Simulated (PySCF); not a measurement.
**Ionisation energy of C+ by level of theory**

C+ [He] 2s2 2p1 (2P) → C(2+) [He] 2s2 (1S), as a difference of total energies. All numbers are calculated (PySCF 2.14, the non-relativistic Hamiltonian (point nucleus), in def2-TZVP). Correlated levels: valence: 1s2 frozen. The calculations carry no spin-orbit coupling.

```
           method  ionisation energy (eV)  error (eV)
              UHF                  24.170      -0.208
             MN15                  24.425      +0.047
           M06-2X                  24.456      +0.078
    MP2 (valence)                  24.372      -0.006
SCS-MP2 (valence)                  24.335      -0.043
   CCSD (valence)                  24.203      -0.175
CCSD(T) (valence)                  24.234      -0.144
```

Reference: 24.378 eV (measured; NIST levels, between the centres of gravity of the two terms).

Errors of the correlated levels include the incompleteness of this basis and the frozen core.

The coupled-cluster amplitudes are large for C(2+) (T1 above 0.03 or a double amplitude above 0.15), so a single reference is strained.
